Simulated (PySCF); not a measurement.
Fractional electron number in V⁺ (vanadium, charge +1)

The 3d alpha orbital of [Ar] 3d4 is emptied in steps (occupation f), with all orbitals relaxed, ending at [Ar] 3d3. Calculation: PySCF 2.14, in jorge-DZP-DKH; the spin-free X2C one-electron Hamiltonian (Gaussian nucleus). The exact energy is a straight line in f; departures are measured from the line between the end points of the same method.

```
  f  PBE0 (eV)  r2SCAN (eV)  LC-wPBE (eV)
  1      0.000        0.000         0.000
0.9     -0.392       -0.531        -0.140
0.7     -0.921       -1.247        -0.332
0.5     -1.102       -1.488        -0.401
0.3     -0.930       -1.255        -0.342
0.1     -0.401       -0.539        -0.149
  0      0.000        0.000         0.000
```

```tsv
method	E(f=0) − E(f=1) (eV)	−ε at f=1 (eV)	−ε at f=0.5 (eV)
PBE0	14.703	10.353	14.676
r2SCAN	14.550	8.664	14.523
LC-wPBE	14.742	13.198	14.711
```

Orbital energy along the path (eV):

```tsv
f	PBE0	r2SCAN	LC-wPBE
1	-10.353	-8.664	-13.198
0.9	-11.209	-9.819	-13.489
0.7	-12.934	-12.210	-14.088
0.5	-14.676	-14.523	-14.711
0.3	-16.451	-16.919	-15.367
0.1	-18.255	-19.337	-16.055
0	-19.168	-20.551	-16.411
```

Reference removal energy between the ground levels: 14.634 ± 0.007 eV (measured; NIST Atomic Spectra Database, ionization energies). The calculation has no spin-orbit coupling. The determinant left behind need not be the lowest term of the ion.
